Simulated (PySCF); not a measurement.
A structure optimised at PBE-D3(BJ)/def2-SVP, used in a PySCF frequency run:

```
O
Si 1 1.6732
O 2 1.6739 1 112.24
H 3 0.9731 2 115.38 1 68.61
Si 1 1.6779 2 138.73 3 66.90
H 2 1.4966 1 110.22 5 -49.22
H 2 1.5004 6 112.89 3 -121.71
H 5 1.5007 1 108.11 2 153.29
H 5 1.5043 8 109.17 1 -120.02
H 5 1.5064 8 109.53 9 -119.33
```
Charge 0, spin multiplicity 1.

Task: Write its SMILES and formula.

Result: O[SiH2]O[SiH3], H₆O₂Si₂

Task: What are its rotational constants (standard atomic weights)?

Result: 11.142, 2.1456, 1.9357 GHz
